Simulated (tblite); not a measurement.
C3H9NSeSi3.
Atom-mapped SMILES: `[N:1]#[C:2][Si@@H:3]([SiH3:4])[SiH:5]1[CH2:6][Se:7][CH2:8]1` (hydrogens: H9 on Si3; H10, H11, H12 on Si4; H13 on Si5; H14, H15 on C6; H16, H17 on C8)

Computed with GFN2-xTB (tblite), gas phase: L-BFGS steps from a force-field or distance-geometry start until the largest atomic force falls under 0.01 eV/Å.

Step 46: E = -603.7284 eV
```
atom  x, y, z in Å  |  force x, y, z in eV/Å
N1      1.9639   -2.1333   -2.4930    0.004  -0.022  -0.030
C2      1.5972   -1.6949   -1.4989    0.020   0.024  -0.001
Si3     1.0353   -0.9203    0.1027    0.011   0.087   0.016
Si4     2.7258    0.5493    0.7807   -0.024   0.017  -0.001
Si5    -1.0898   -0.1570   -0.4732    0.059  -0.023  -0.082
C6     -1.3901    1.6497    0.1083   -0.013   0.035  -0.003
Se7    -3.0022    1.1576    1.1585    0.042   0.048  -0.024
C8     -2.5701   -0.7007    0.6232    0.022  -0.075   0.008
H9      0.9712   -2.1193    0.9593   -0.030  -0.018   0.030
H10     2.1789    1.5732    1.6818    0.011  -0.070  -0.021
H11     3.7769   -0.1796    1.4905    0.002   0.012   0.044
H12     3.3618    1.2526   -0.3351   -0.064  -0.033  -0.017
H13    -1.5428   -0.2656   -1.8710    0.021   0.009  -0.010
H14    -0.6387    2.0871    0.7652   -0.027  -0.005  -0.011
H15    -1.6390    2.3720   -0.6665   -0.027  -0.016   0.051
H16    -3.4048   -1.1635    0.1013   -0.028   0.044   0.027
H17    -2.3405   -1.2953    1.5044    0.021  -0.013   0.027
```

Step 47: E = -603.7296 eV
```
atom  x, y, z in Å  |  force x, y, z in eV/Å
N1      1.9632   -2.1331   -2.4926    0.003  -0.021  -0.022
C2      1.5984   -1.6950   -1.4976    0.017   0.030  -0.001
Si3     1.0363   -0.9180    0.1034    0.003   0.059   0.012
Si4     2.7278    0.5505    0.7819   -0.033  -0.016  -0.007
Si5    -1.0903   -0.1569   -0.4758    0.062  -0.030  -0.059
C6     -1.3907    1.6498    0.1076    0.005   0.051  -0.020
Se7    -2.9983    1.1582    1.1607    0.024   0.016  -0.015
C8     -2.5695   -0.7028    0.6234    0.005  -0.058   0.007
H9      0.9707   -2.1193    0.9589   -0.030   0.001   0.021
H10     2.1778    1.5711    1.6827    0.010  -0.049  -0.010
H11     3.7780   -0.1793    1.4926    0.002   0.017   0.039
H12     3.3598    1.2508   -0.3372   -0.055  -0.023  -0.019
H13    -1.5422   -0.2654   -1.8739    0.018   0.010  -0.007
H14    -0.6384    2.0883    0.7633   -0.027  -0.013  -0.017
H15    -1.6412    2.3732   -0.6663   -0.025  -0.029   0.057
H16    -3.4081   -1.1618    0.1020    0.006   0.052   0.045
H17    -2.3402   -1.2982    1.5052    0.016   0.002  -0.005
```

Step 48: E = -603.7312 eV
```
atom  x, y, z in Å  |  force x, y, z in eV/Å
N1      1.9620   -2.1322   -2.4912   -0.009  -0.004   0.021
C2      1.6001   -1.6938   -1.4949    0.020   0.026  -0.028
Si3     1.0372   -0.9135    0.1057   -0.009  -0.004  -0.002
Si4     2.7294    0.5520    0.7837   -0.032  -0.062  -0.014
Si5    -1.0906   -0.1570   -0.4817    0.052  -0.029  -0.010
C6     -1.3915    1.6500    0.1060    0.045   0.040  -0.039
Se7    -2.9901    1.1581    1.1635   -0.024  -0.023   0.020
C8     -2.5676   -0.7063    0.6237    0.009  -0.014   0.003
H9      0.9696   -2.1188    0.9598   -0.031   0.036   0.003
H10     2.1740    1.5664    1.6844    0.008  -0.010   0.011
H11     3.7789   -0.1793    1.4951   -0.001   0.027   0.031
H12     3.3552    1.2464   -0.3414   -0.042  -0.008  -0.017
H13    -1.5390   -0.2645   -1.8809    0.010   0.010   0.000
H14    -0.6375    2.0892    0.7595   -0.018  -0.018  -0.023
H15    -1.6468    2.3751   -0.6643   -0.022  -0.024   0.038
H16    -3.4131   -1.1574    0.1053    0.035   0.041   0.055
H17    -2.3373   -1.3023    1.5062    0.009   0.016  -0.048
```

Step 49: E = -603.7320 eV
```
atom  x, y, z in Å  |  force x, y, z in eV/Å
N1      1.9612   -2.1296   -2.4886   -0.009  -0.003   0.026
C2      1.6002   -1.6919   -1.4915    0.019   0.025  -0.030
Si3     1.0358   -0.9111    0.1085   -0.011  -0.030  -0.012
Si4     2.7286    0.5523    0.7845   -0.023  -0.068  -0.012
Si5    -1.0908   -0.1577   -0.4859    0.037  -0.018   0.012
C6     -1.3912    1.6501    0.1034    0.042   0.019  -0.042
Se7    -2.9791    1.1562    1.1747   -0.029  -0.036   0.027
C8     -2.5663   -0.7082    0.6232    0.010   0.015  -0.007
H9      0.9698   -2.1168    0.9633   -0.034   0.044  -0.002
H10     2.1720    1.5643    1.6861    0.011   0.001   0.015
H11     3.7773   -0.1816    1.4945   -0.002   0.033   0.030
H12     3.3539    1.2449   -0.3419   -0.041  -0.003  -0.014
H13    -1.5353   -0.2650   -1.8863    0.006   0.008   0.004
H14    -0.6330    2.0913    0.7504   -0.012  -0.012  -0.025
H15    -1.6569    2.3738   -0.6643   -0.015  -0.019   0.030
H16    -3.4178   -1.1495    0.1061    0.047   0.031   0.057
H17    -2.3352   -1.3093    1.5022    0.005   0.014  -0.056
```

**Question.** Estimate the geometry and energy of step 50. (The exact step hangs on the optimiser's Hessian estimate; all steps are aligned on step 49, rigid shifts and turns removed.)

**Answer.** E = -603.7334 eV, largest force 0.066 eV/Å
```
atom  x, y, z in Å  |  force x, y, z in eV/Å
N1      1.9600   -2.1236   -2.4827   -0.003  -0.005   0.019
C2      1.5998   -1.6871   -1.4849    0.015   0.016  -0.030
Si3     1.0318   -0.9076    0.1143   -0.009  -0.059  -0.027
Si4     2.7247    0.5516    0.7850    0.002  -0.050   0.001
Si5    -1.0907   -0.1592   -0.4934   -0.003   0.008   0.036
C6     -1.3901    1.6496    0.0975    0.028  -0.020  -0.019
Se7    -2.9560    1.1514    1.2000   -0.013  -0.049   0.029
C8     -2.5628   -0.7105    0.6218    0.018   0.054  -0.009
H9      0.9697   -2.1110    0.9724   -0.041   0.041  -0.005
H10     2.1683    1.5610    1.6896    0.020   0.007   0.015
H11     3.7720   -0.1877    1.4921   -0.001   0.039   0.032
H12     3.3512    1.2428   -0.3418   -0.045  -0.001  -0.007
H13    -1.5266   -0.2666   -1.8966   -0.002   0.005   0.013
H14    -0.6225    2.0958    0.7296   -0.011  -0.003  -0.032
H15    -1.6792    2.3693   -0.6640   -0.001   0.002   0.005
H16    -3.4259   -1.1314    0.1080    0.048   0.004   0.045
H17    -2.3306   -1.3246    1.4915    0.001   0.013  -0.064
```

The energy changes by -0.0014 eV. The first-order estimate −F·Δx gives -0.0021 eV and the mean of the old and new forces, exact on a quadratic surface, -0.0014 eV. The step makes an angle of 80° with the force vector and moves no atom by more than 0.035 Å.

What follows is the cost of the whole relaxation. The run took 4.1 s on one thread of an Arm Neoverse N1 (shared host).
